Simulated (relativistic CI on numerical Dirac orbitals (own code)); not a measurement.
# One change at a time: Tc16+

Base calculation: Dirac-Coulomb-Breit CI, separate exchange-only KLI orbitals for each configuration, model QED (radiative potential, 1s self-energy scaled to tabulated hydrogen-like ionisation energies), unscaled Slater integrals.

CI space (outside the closed core [Ne]): 3s2 3p6 3d9, 3s2 3p5 3d10, 3s 3p6 3d10, 3s2 3p6 3d8 4s, 3s2 3p6 3d8 4p, 3s2 3p6 3d8 4d, 3s2 3p6 3d7 4s2, 3s2 3p6 3d8 4f, 3s2 3p6 3d7 4s 4p, 3s2 3p5 3d9 4s, 3s2 3p6 3d8 5s, 3s2 3p4 3d10 4s, 3s2 3p6 3d7 4p2, 3s2 3p6 3d8 5p, 3s2 3p6 3d7 4s 4d, 3s2 3p5 3d9 4p. Levels of other configurations are missing.

Variants: (1) configuration mixing switched off; (2) one mean potential for all configurations. Shifts of the energy above 3s2 3p6 3d9 2D_5/2, in cm⁻¹, for the lowest level and the first level of each name with at least 55 % of one term (blank where a level changes its place among those of its configuration and J or its character, or is not in the variant):

```
                  Level     Base    Δ(1)    Δ(2)
     3s2 3p6 3d9 2D_5/2        0       0       0
     3s2 3p6 3d9 2D_3/2    30866      +9     +29
   3s2 3p5 3d10 2P°_3/2  1397772   +6600    -327
   3s2 3p5 3d10 2P°_1/2  1563300   +7549    -393
  3s2 3p6 3d8 4s 4F_9/2  2042847   +2092  +11646
  3s2 3p6 3d8 4s 4F_5/2  2072479   +2475  +11937
  3s2 3p6 3d8 4s 4F_3/2  2075690   +3163  +11820
  3s2 3p6 3d8 4s 4P_1/2  2117900   +6722  +11711
  3s2 3p6 3d8 4s 4P_3/2  2122668   +5660  +11934
  3s2 3p6 3d8 4s 2D_5/2  2134304   +4656  +12292
  3s2 3p6 3d8 4s 2P_1/2  2135419   +5356  +12035
  3s2 3p6 3d8 4s 2G_9/2  2139198   +2258  +11792
  3s2 3p6 3d8 4s 2G_7/2  2139525   +2306  +11805
  3s2 3p6 3d8 4s 2S_1/2  2234184  +18303  +11436
 3s2 3p6 3d8 4p 4D°_7/2  2302513   +2315  +21527
 3s2 3p6 3d8 4p 4D°_5/2  2331774   +2309  +21773
 3s2 3p6 3d8 4p 4G°_7/2  2336918    -314  +22418
3s2 3p6 3d8 4p 4G°_11/2  2348137    -731  +22047
 3s2 3p6 3d8 4p 4D°_3/2  2356406   +2546  +21604
 3s2 3p6 3d8 4p 4F°_9/2  2356488    +233  +22293
     3s 3p6 3d10 2S_1/2  2357234    -985     +83
 3s2 3p6 3d8 4p 2F°_7/2  2358990    +934  +22384
```

At this charge energies of transitions that change n are usually good to better than 1 %, and those within a shell (Δn = 0) to a few per cent.

Ionisation energy from the two ground configurations alone: base 655.823 eV. The NIST ASD value (theoretical) is 655 eV.

LS names give the leading component of a level, which can be under half, so a name can repeat, a term be missing and a line seem to break the LS rules.
